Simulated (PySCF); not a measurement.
**From computed data to an observable: chemical shift, span and skew from a shielding tensor**

Be(F)(OMe) (CH₃BeFO), SMILES C[O][Be][F]. Atoms are numbered in the order given.

```xyz
7

Be    -0.0132     0.8216     0.0000
F      0.0280     2.2250     0.0000
O     -0.0861    -0.5694     0.0000
C      0.0431    -1.9539     0.0000
H     -0.9495    -2.4345     0.0000
H      0.5905    -2.2990    -0.8933
H      0.5905    -2.2990     0.8933
```
Charge 0, spin multiplicity 1.

Geometry: PBE-D3(BJ)/def2-TZVP. Other conformers were not sampled.

GIAO shieldings from PBE0/pcSseg-2 run with PySCF, non-relativistic, no solvent. The symmetric part of the tensor of F2 has the principal values 353.0, 353.5, 481.9 ppm. The same nucleus in CFCl3 has σ = 165.8 ppm at this level (PySCF, at its B3LYP-D3(BJ)/def2-TZVP geometry).

Task: Work out the isotropic shielding, the ¹⁹F shift against CFCl3, the span and the skew.

Result: 
σ(iso) = (σ11 + σ22 + σ33)/3 = 396.1 ppm. δ = σ(ref) − σ(iso) = 165.8 − (396.1) = -230.3 ppm.
Span Ω = σ33 − σ11 = 128.9 ppm. Skew κ = 3(σ(iso) − σ22)/Ω = 0.99, an axial tensor. Tumbling in solution averages the tensor to δ; in a static solid the shielding alone would spread this spin-1/2 line over Ω.
